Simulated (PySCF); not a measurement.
## Basis-set dependence of TlN at CCSD(T)

PySCF, ROHF reference; triplet, unpaired electrons π ↑↑; De to Tl + N without counterpoise correction. Frozen cores follow the default of each basis and core potential.

```
                     basis                           relativity  functions  Re (Å)  ωe (cm⁻¹)  De (eV)  frozen orbitals
        cc-pVDZ-PP/cc-pVDZ  scalar-relativistic core potentials         37   2.356        368     0.87                5
                  def2-SVP  scalar-relativistic core potentials         40   2.357        371     0.90                5
                 def2-SVPD  scalar-relativistic core potentials         52   2.351        385     1.23                5
aug-cc-pVDZ-PP/aug-cc-pVDZ  scalar-relativistic core potentials         55   2.352        383     1.30                5
              x2c-TZVPPall                        spin-free X2C        114   2.316        393     1.33               35
```

Task: How does each smaller set differ from the one with most functions, x2c-TZVPPall?

Result: cc-pVDZ-PP/cc-pVDZ: +4.0 pm, -6.4 % in ωe, -0.46 eV in De; def2-SVP: +4.1 pm, -5.6 % in ωe, -0.43 eV in De; def2-SVPD: +3.5 pm, -2.0 % in ωe, -0.10 eV in De; aug-cc-pVDZ-PP/aug-cc-pVDZ: +3.6 pm, -2.5 % in ωe, -0.03 eV in De. All at CCSD(T); the set with most functions is neither the basis-set limit nor always the best. The rows treat relativity differently, so the differences are not basis effects alone.

Correlated steps freeze the inner cores (5 to 35 orbitals); shallow outer-core shells are correlated. Correlated levels converge slowly with the basis: in double zeta they bind strong bonds too weakly, by up to about 1 eV, and carry superposition errors of some tenths. Spin–orbit coupling is left out, which matters for elements this heavy, above all for dissociation energies. The state is the lowest determinant that a PBE0 search found; another state may lie lower at other levels.
